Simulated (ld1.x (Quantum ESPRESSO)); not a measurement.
## Pseudopotential generation for Sc (Z = 21): TM semilocal, PBE, scalar-relativistic.

ld1.x (Quantum ESPRESSO) 7.5 input, shortened:

```
&input
   title='Sc', zed=21., rel=1, dft='PBE', iswitch=3,
   config='[Ar] 3d1 4s1.75 4p0 4f-2'
 /
 &inputp
   pseudotype=1, tm=.true., lloc=2,
   nlcc=.false.
 /
4
3S  1  0   2.00   0.00  1.35  1.35  0.0
3P  2  1   6.00   0.00  1.65  1.65  0.0
4F  4  3  -2.00  -0.15  1.45  1.45  0.0
3D  3  2   1.00   0.00  1.30  1.30  0.0
 &test
   configts(1)='3s2 3p6 3d1 4s1.75 4p0'
 /
```

Occupied shells without a wave of their own: 4s. They enter only through the test configuration that unscreens the potential.

All-electron outer shells of the reference configuration (PBE, scalar-relativistic, ld1.x):

```json
{"shell": "2s", "level (eV)": "-475.93", "outermost node (bohr)": "0.10", "outermost maximum (bohr)": "0.28"}
{"shell": "2p", "level (eV)": "-389.86", "outermost node (bohr)": "–", "outermost maximum (bohr)": "0.23"}
{"shell": "3s", "level (eV)": "-56.65", "outermost node (bohr)": "0.42", "outermost maximum (bohr)": "0.92"}
{"shell": "3p", "level (eV)": "-35.23", "outermost node (bohr)": "0.39", "outermost maximum (bohr)": "0.97"}
{"shell": "4s", "level (eV)": "-5.50", "outermost node (bohr)": "1.33", "outermost maximum (bohr)": "3.06"}
{"shell": "3d", "level (eV)": "-4.79", "outermost node (bohr)": "–", "outermost maximum (bohr)": "1.10"}
{"shell": "4p", "level (eV)": "-2.60", "outermost node (bohr)": "1.49", "outermost maximum (bohr)": "3.88"}
```

Question: Does the generator finish with these settings?

Answer: Yes, a potential is produced.

Question: Estimate the cutoffs (Ry, on a coarse ladder) from which the occupation-weighted sum of valence levels, in a spherical-Bessel basis at the reference potential, stays within 10 and 1 mRy of its value at 400 Ry.

Answer: 90 Ry and 110 Ry.

Question: Which valence shell sets the plane-wave cutoff?

Answer: 3d: its level needs 110 Ry to come within 1 mRy, against 90 Ry for 3s.

Question: Tests: 3s2 3p6 3d1 4s2 4p0; 3s2 3p6 3d1 4s1 4p0; 3s2 3p6 3d1 4s0 4p0; 3s2 3p6 3d2 4s0 4p0; 3s2 3p5 3d1 4s2 4p0; 3s2 3p6 3d1 4s0 4p2; 3s1 3p6 3d1 4s2 4p0. Which has the largest error in its energy relative to the reference configuration, and how large is it?

Answer: 3s2 3p6 3d1 4s0 4p0, with -434 meV (all-electron minus pseudo) on +18.46 eV.
